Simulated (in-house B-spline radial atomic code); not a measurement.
# PBEsol excitations of the selenium ion Se⁶⁺

Method: PBEsol. Computed with a B-spline radial code for spherical atoms: linear response of the closed shell [Ar] 3d10 with the functional's adiabatic kernel; scalar-relativistic (spin-free one-electron X2C), finite nucleus, no spin-orbit coupling, no double excitations, S, P, D and F terms only. Only terms of natural parity with L up to 3 were computed.

Command:
```bash
python run_td.py task.json out
```
Settings (radii: box in bohr, nucleus in fm):
```
Z                        34
electrons                28
configuration            [Ar] 3d10
hamiltonian              x2c
method                   pbesol
box_radius               14.35
rms_radius               4.14
intervals                70
```

Cost of the run: 0.8 s on 1 thread of Intel(R) Xeon(R) 6975P-C (Granite Rapids) (shared host).

The lowest states, in the order of their Tamm-Dancoff energies; the method's threshold (minus the highest occupied level) is 139.82 eV. Labels give the largest channel, * marks a mixed state, and oscillator strengths are full-response dipole values. Semilocal kernels can invert the small singlet-triplet splittings of Rydberg terms. Energies in eV:

```tsv
state	full response	Tamm-Dancoff	oscillator strength
3d → 4s 3D	49.94	49.96	-
3d → 4s 1D	50.71	50.72	-
3d → 4p 3P	64.96	64.98	-
3d → 4p 3F	65.20	65.21	-
3d → 4p 1F	65.74	65.74	-
3d → 4p 1P	66.94	67.02	0.555
3d → 4d 3S	87.06	87.10	-
3d → 4d 3D	88.09	88.10	-
3d → 4d 1D	88.84	88.85	-
3d → 4d 1S	94.12	94.88	-
3d → 5s 3D	96.95	96.95	-
3d → 5s 1D	97.16	97.16	-
3d → 5p 3P	102.51	102.52	-
3d → 5p 3F	102.60	102.60	-
3d → 5p 1F	102.77	102.77	-
3d → 5p 1P	103.06	103.09	0.0497
3d → 4f 3P	?	?	-
3d → 4f 3F	105.92	105.92	-
3d → 4f 1F	106.04	106.04	-
3d → 4f 1P	106.72	106.77	0.852
3d → 5d 3S	110.94	110.96	-
3d → 5d 3D	?	?	-
```

(1) Where does 3d → 5d 3D lie?

(2) Where does 3d → 4f 3P lie?

(3) How large is the singlet-triplet splitting of 3d → 4s (D terms) in Tamm-Dancoff?

(4) What polarisabilities and dispersion coefficient does the method give?

Answers

(1) At 111.29 eV in full response, 111.30 eV in Tamm-Dancoff.

(2) At 105.71 eV in full response, 105.71 eV in Tamm-Dancoff.

(3) 0.763 eV, from the unrounded values.

(4) Dipole 0.3901 bohr³, quadrupole 0.3722 bohr⁵, C6 0.5725 hartree·bohr⁶ for two such species.
